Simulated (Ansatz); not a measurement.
Basis-set extrapolation for C₃H₈AlCl (PBE0-D4/def2-TZVP geometry, frozen core, Ansatz 0.2.0). Multiplicity 1, RHF reference.

```
                      def2-TZVPP   def2-QZVPP
                 HF  -819.733183  -819.758604
    MP2 correlation    -0.799574    -0.858253
CCSD(T) correlation    -0.896652      not run
```

Energies in hartree. Use E(X) = E(∞) + A·exp(−7.88·√X) for Hartree–Fock and E(X) = E(∞) + B·X^(−2.97) for correlation, with X = 3 and 4, and add CCSD(T) minus MP2 of the smaller set to the MP2 limit.

Task: What is the CCSD(T) energy at the basis-set limit?

Result: HF limit: -819.758604 + (-0.025421) × 0.13774 = -819.76211. MP2 limit: -0.858253 + (-0.058679) × 0.74074 = -0.90172. Higher-order term: -0.896652 − (-0.799574) = -0.09708. Total: -820.76091 hartree, 3.57 eV below CCSD(T)/def2-TZVPP.
